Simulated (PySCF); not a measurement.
C3H7NOSi, SMILES C[C@H]1OC=N[SiH2]1. Atoms are numbered in the order given.

```xyz
13

C      1.9839    -0.8538    -0.0375
C      0.7314    -0.3018     0.6261
O      0.6669     1.1410     0.3852
C     -0.4632     1.5218    -0.2585
N     -1.4077     0.7423    -0.6009
Si    -0.9662    -0.8862    -0.0870
H      2.0980    -1.9240     0.1985
H      1.9322    -0.7531    -1.1333
H      2.8844    -0.3251     0.3131
H      0.7957    -0.4215     1.7198
H     -0.4514     2.6070    -0.4434
H     -1.8993    -1.4531     0.9249
H     -0.8263    -1.8447    -1.2185
```

Geometry: B3LYP-D3(BJ)/def2-SVP. The structure was generated by enumeration; whether it is a known compound was not checked. One conformer was computed; it need not be the lowest.

All values below come from PBE0/pcSseg-1 (PySCF).

GIAO shieldings, no solvent; atoms listed in one row are averaged. δ = σ(ref) − σ: ¹³C against TMS (σ = 186.3 ppm); ¹⁷O against H2O (σ = 334.2 ppm); ¹⁵N against NH3 (σ = 267.4 ppm); ²⁹Si against TMS (σ = 352.7 ppm); ¹H against TMS (σ = 31.56 ppm), references at their B3LYP-D3(BJ)/def2-TZVP geometries, non-relativistic.

Computed chemical shifts:
| nucleus | atoms | count | δ (ppm) |
|---|---|---|---|
| ¹³C | C4 | 1 | 171.1 |
| ¹³C | C2 | 1 | 64.4 |
| ¹³C | C1 | 1 | 22.4 |
| ¹⁷O | O3 | 1 | 251.9 |
| ¹⁵N | N5 | 1 | 241.4 |
| ²⁹Si | Si6 | 1 | 1.3 |
| ¹H | H11 | 1 | 7.39 |
| ¹H | H12 | 1 | 5.27 |
| ¹H | H13 | 1 | 5.06 |
| ¹H | H10 | 1 | 4.01 |
| ¹H | H7, H8, H9 | 3 | 1.70 |
